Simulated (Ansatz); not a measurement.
The first iterations of a band of AsH3 + CH7NSi (14 atoms, charge 0, multiplicity 1).

The calculation used Ansatz 0.2.0, RHF/def2-SVP.

```
movable images  : 7
climbing image  : yes
spring          : 5.0 eV/Å²
optimiser       : quadratic models (default)
start path      : through a guess of the saddle point
force threshold : 0.05 eV/Å
iteration limit : 60
end points      : relaxed
```

Image 0:

```xyz
14
Properties=species:S:1:pos:R:3
Si -0.070 -1.131 -1.236
C 0.667 -1.954 0.286
H 0.396 -1.878 -2.439
H -1.552 -1.205 -1.228
N 0.352 0.552 -1.244
H -1.708 1.596 1.383
As -0.836 2.820 1.268
H 1.759 -1.888 0.277
H 0.402 -3.013 0.321
H 0.308 -1.478 1.200
H -0.146 1.187 -1.839
H 1.314 0.828 -1.179
H 0.392 2.158 1.840
H -1.279 3.406 2.591
```

Image 8:

```xyz
14
Properties=species:S:1:pos:R:3
Si -0.277 0.918 -1.263
C 0.353 -2.767 1.983
H 0.959 0.193 -0.898
H -1.412 -0.028 -1.367
N -0.003 1.675 -2.786
H 0.593 -1.783 2.385
As -0.890 2.462 0.463
H 0.536 -3.526 2.744
H 0.980 -2.966 1.113
H -0.696 -2.794 1.688
H -0.733 2.133 -3.294
H 0.899 2.037 -3.029
H 0.507 2.995 0.679
H -0.816 1.451 1.583
```

| iteration | highest image above the first end (eV) | largest band force component (eV/Å) |
| --- | --- | --- |
| 1 | 7.627 | 17.376 |
| 2 | 3.624 | 7.958 |
| 3 | 2.738 | 3.802 |
| 4 | 3.019 | 1.603 |
| 5 | 2.889 | 0.691 |
| 6 | 3.059 | 0.817 |
| 7 | 3.038 | 0.683 |
| 8 | 3.271 | 0.760 |
| 9 | 3.321 | 0.583 |
| 10 | 3.337 | 1.051 |
| 11 | 3.147 | 0.795 |
| 12 | 2.560 | 0.986 |
| 13 | 2.274 | 1.051 |
| 14 | 2.594 | 2.376 |
| 15 | 3.510 | 2.533 |

Task: Does the band converge within its limit, and where does its top end?

Result: It converged. It ended after 45 iterations with the highest image 3.616 eV above the first end. Neighbouring images differ by up to 3.3 eV, so the band resolves the path poorly. A vibrational analysis at the climbing image gives one clearly imaginary mode, 1176i cm⁻¹: a first-order saddle point. The orbitals stay closed-shell, which can raise the energy where a bond breaks towards radicals; this wasn't checked here.

Run time: 10 min on 2 threads of Arm Neoverse V2, on a shared host, peak memory 0.34 GiB.
